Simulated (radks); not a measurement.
Results of a calculation; reference values are marked as such.
Polarisability of neutral holmium, [Xe] 4f11 6s2, at imaginary frequency. Code: a radial shooting solver on a logarithmic mesh with Libxc functionals. Model: scalar-relativistic Kohn-Sham, PBE, spin-polarised, spherical densities, finite nucleus; open shells are filled with parallel spins first (spin-orbit coupling, left out, can overturn this in heavy ions); Fermi nuclear charge, rms radius 5.2022 fm. Response by self-consistent Sternheimer equations with the Hartree and adiabatic LDA kernel, the relativistic mass of each level held fixed and spin-orbit coupling left out.

w (hartree),alpha1(iw) (bohr^3)
0.00266,148.8
0.0143,146.8
0.0360,136.8
0.0697,112.6
0.118,78.80
0.186,48.73
0.280,28.67
0.413,17.04
0.605,10.50
0.892,6.621
1.35,4.071
2.12,2.291
3.59,1.110
6.94,0.4230
17.5,0.09823

Static values: alpha1 = 148.9 bohr^3 (22.06 angstrom^3; uncoupled 291.1). C6 = 2170, triple-dipole C9 = 232500 atomic units. One-pole (London) frequency 4 C6 / (3 alpha1^2) = 0.131 hartree, against 0.071 for minus the highest occupied eigenvalue. Recommended static value: 165 bohr^3 (Schwerdtfeger and Nagle, 2023 table).
